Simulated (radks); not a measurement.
Question: Radial electron density D(r) = 4 pi r^2 rho(r) of an atom or ion with 13 electrons. All-electron calculation, scalar-relativistic Kohn-Sham, SCAN, spin-polarised, spherical densities, finite nucleus; meta-GGA in the generalised Kohn-Sham scheme; Fermi nuclear charge, rms radius of each element as measured or else 0.836 A^(1/3) + 0.57 fm. Program: a radial shooting solver on a logarithmic mesh with Libxc functionals.

```
   r/bohr * D(r) (the largest magnitude, 66, reaches the edge; | marks zero)
 0.002403 |   *
 0.002666 |    *
 0.002982 |     *
 0.003336 |      *
 0.003701 |       *
  0.00414 |         *
  0.00463 |           *
 0.005138 |             *
 0.005747 |               *
 0.006428 |                 *
 0.007132 |                    *
 0.007978 |                       *
 0.008923 |                          *
 0.009901 |                             *
  0.01107 |                                 *
  0.01239 |                                    *
  0.01374 |                                       *
  0.01537 |                                          *
   0.0172 |                                            *
  0.01908 |                                              *
  0.02134 |                                              *
  0.02387 |                                              *
  0.02649 |                                              *
  0.02963 |                                            *
  0.03314 |                                          *
  0.03677 |                                        *
  0.04113 |                                      *
    0.046 |                                     *
  0.05104 |                                      *
  0.05709 |                                       *
  0.06386 |                                          *
  0.07085 |                                              *
  0.07925 |                                                  *
  0.08864 |                                                     *
  0.09836 |                                                      *
     0.11 |                                                     *
   0.1231 |                                                *
   0.1365 |                                          *
   0.1527 |                                  *
   0.1708 |                          *
   0.1895 |                   *
    0.212 |              *
   0.2371 |            *
   0.2631 |           *
   0.2943 |          *
   0.3292 |         *
   0.3653 |        *
   0.4086 |      *
    0.457 |    *
   0.5071 |  *
   0.5672 |*
   0.6344 |*
   0.7039 *
   0.7873 *
   0.8806 *
   0.9771 *
    1.093 *
```

What is the nuclear charge?

Answer: Z = 45. The innermost maximum, from 1s, lies near gamma/Z bohr with gamma = sqrt(1 - (Z/c)^2) = 0.945, here 0.021 bohr (found: 0.0224), and its height grows with Z. The density is that of the rhodium ion Rh32+ in [Ne] 3s2 3p1; the configuration itself is not fixed sharply by these data, and Z only to a few units. D(r) has 2 maxima, at r = 0.0224, 0.0992 bohr, and minima at 0.0475 bohr, inside which lie 2.07 electrons.
